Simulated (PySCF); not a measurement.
Sn(iPr)(OH)3 (C3H10O3Sn), SMILES [CH](C)([Sn]([OH])([OH])[OH])C. Geometry optimised at B3LYP-D3(BJ)/def2-SVP. The isomer is the one that the SMILES or the coordinates give; other isomers of the formula were not compared. The def2 effective core potentials stand for the cores of Sn; spin–orbit coupling is left out. One conformer was computed; it need not be the lowest.

Computed equilibrium geometry at B3LYP-D3(BJ)/def2-SVP (PySCF confirms it by a frequency run) as a Z-matrix (one conformer of several):
```
C
H 1 1.1022
C 1 1.5292 2 110.01
H 3 1.1013 1 111.95 2 54.26
H 3 1.1019 4 107.92 1 -122.94
H 3 1.1044 4 107.66 5 -115.78
C 1 1.5293 2 110.02 3 -125.90
H 7 1.1009 1 112.02 2 -56.34
H 7 1.1024 8 107.89 1 122.88
H 7 1.1044 8 107.91 9 115.61
Sn 1 2.1659 2 104.27 3 117.12
O 11 1.9970 1 114.05 2 -49.14
H 12 0.9686 11 109.87 1 -126.52
O 11 1.9971 12 106.39 13 108.01
H 14 0.9684 11 110.21 12 -1.85
O 11 1.9980 12 105.94 13 -4.26
H 16 0.9683 11 110.20 12 108.17
```
